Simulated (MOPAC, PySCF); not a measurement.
Species: SbH$_{2}$, charge 1, multiplicity 1. SMILES of the parent species: [SbH2]
Geometry: optimised at B3LYP-D3(BJ)/def2-TZVP (Ansatz).

Unscaled harmonic wavenumbers (cm⁻¹) in rising order, each level at the stationary point that it reaches from this structure (no distance between atoms moves by over 0.3 Å); the order of modes can differ between levels, and a negative number is imaginary. B3LYP-D3(BJ)/def2-TZVP (PySCF, at the structure above): 855, 1976, 1983.

AM1 (MOPAC): 749, 2374, 2407. Zero-point energy 7.9 against 6.9 kcal/mol; where all levels lie over 400 cm⁻¹, the wavenumbers are on average 1.097 times those of B3LYP-D3(BJ)/def2-TZVP.

PM6 (MOPAC): 812, 2026, 2052. Zero-point energy 7.0 against 6.9 kcal/mol; where all levels lie over 400 cm⁻¹, the wavenumbers are on average 1.003 times those of B3LYP-D3(BJ)/def2-TZVP.

PM7 (MOPAC): 971, 1997, 2026. Zero-point energy 7.1 against 6.9 kcal/mol; where all levels lie over 400 cm⁻¹, the wavenumbers are on average 1.056 times those of B3LYP-D3(BJ)/def2-TZVP.
